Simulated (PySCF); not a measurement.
Heteronuclear NMR

Molfile (atoms numbered from 1):
```
C2H12Si4
     RDKit          3D

 18 18  0  0  0  0  0  0  0  0999 V2000
    1.3667   -1.2621   -0.1344 C   0  0  0  0  0  0  0  0  0  0  0  0
   -0.3052   -1.6785    0.6703 Si  0  0  0  0  0  4  0  0  0  0  0  0
   -1.7043   -0.7327   -0.2042 C   0  0  0  0  0  0  0  0  0  0  0  0
   -1.7327    1.1636    0.0097 Si  0  0  0  0  0  4  0  0  0  0  0  0
    0.3557    1.9934   -0.5637 Si  0  0  0  0  0  4  0  0  0  0  0  0
    2.0189    0.5167    0.0936 Si  0  0  0  0  0  4  0  0  0  0  0  0
    1.3004   -1.4701   -1.2037 H   0  0  0  0  0  0  0  0  0  0  0  0
    2.1108   -1.9571    0.2541 H   0  0  0  0  0  0  0  0  0  0  0  0
   -0.2774   -1.3277    2.0971 H   0  0  0  0  0  0  0  0  0  0  0  0
   -0.5521   -3.1266    0.5569 H   0  0  0  0  0  0  0  0  0  0  0  0
   -2.6544   -1.1352    0.1464 H   0  0  0  0  0  0  0  0  0  0  0  0
   -1.6649   -0.9591   -1.2711 H   0  0  0  0  0  0  0  0  0  0  0  0
   -2.0783    1.4380    1.4140 H   0  0  0  0  0  0  0  0  0  0  0  0
   -2.8738    1.6720   -0.7719 H   0  0  0  0  0  0  0  0  0  0  0  0
    0.4363    2.2690   -2.0100 H   0  0  0  0  0  0  0  0  0  0  0  0
    0.5720    3.3248    0.0261 H   0  0  0  0  0  0  0  0  0  0  0  0
    3.2970    0.6073   -0.6342 H   0  0  0  0  0  0  0  0  0  0  0  0
    2.3765    0.6706    1.5132 H   0  0  0  0  0  0  0  0  0  0  0  0
  1  2  1  0
  2  3  1  0
  3  4  1  0
  4  5  1  0
  5  6  1  0
  6  1  1  0
  1  7  1  0
  1  8  1  0
  2  9  1  0
  2 10  1  0
  3 11  1  0
  3 12  1  0
  4 13  1  0
  4 14  1  0
  5 15  1  0
  5 16  1  0
  6 17  1  0
  6 18  1  0
M  END
```

Theory: shielding tensors at PBE0/pcSseg-1 (GIAO), geometry: GFN2-xTB, in PySCF 2.14 (gas phase, one computed conformer, relativity neglected, equivalent nuclei averaged).

Q: Predict the ²⁹Si NMR data.

A: 
| atoms | environment | σ (ppm) | δ (ppm) |
| --- | --- | --- | --- |
| Si2 | silicon bonded to 2 C, 2 H, in a 6-membered ring | 390.5 | -41.0 |
| Si4/Si6 | silicon bonded to C, Si, 2 H, in a 6-membered ring | 424.0 | -68.5 |
| Si5 | silicon bonded to 2 Si, 2 H, in a 6-membered ring | 484.4 | -118.2 |

Shieldings were converted by a linear fit to measured shifts: ²⁹Si (scatter 8.9 ppm rms, 25.8 ppm with the 6 outliers that the fit left out vs TMS, solution or neat liquid). Occasional misses reach two or three times the rms, and more in compound classes unlike the fitted ones.

On a 500 MHz spectrometer ²⁹Si resonates near 99.3 MHz, so 1 ppm is 99.3 Hz.
